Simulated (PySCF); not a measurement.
AlH3O2. Atoms are numbered in the order given.

```xyz
6

Al     0.0000     0.0000    -0.4566
H      0.0000     0.0000    -2.0154
O      0.0000    -1.4988     0.3368
H      0.0000    -1.6517     1.2815
O      0.0000     1.4988     0.3368
H      0.0000     1.6517     1.2815
```

Coordinates come from a B3LYP-D3(BJ)/def2-TZVP optimisation. Other conformers were not sampled.

These are PySCF with PBE0/pcSseg-2 values and carry that method's errors.

GIAO shieldings, no solvent; atoms alike by connectivity are averaged. δ = σ(ref) − σ: ¹H against TMS (σ = 31.54 ppm); ¹⁷O against H2O (σ = 327.8 ppm), references at their B3LYP-D3(BJ)/def2-TZVP geometries, non-relativistic.

Q: Estimate the chemical shifts. (The exact figures need the calculation; the answer reports its results.)

A: 
```csv
nucleus,atoms,count,δ (ppm)
¹H,H2,1,4.13
¹H,"H4, H6",2,1.50
¹⁷O,"O3, O5",2,40.2
```
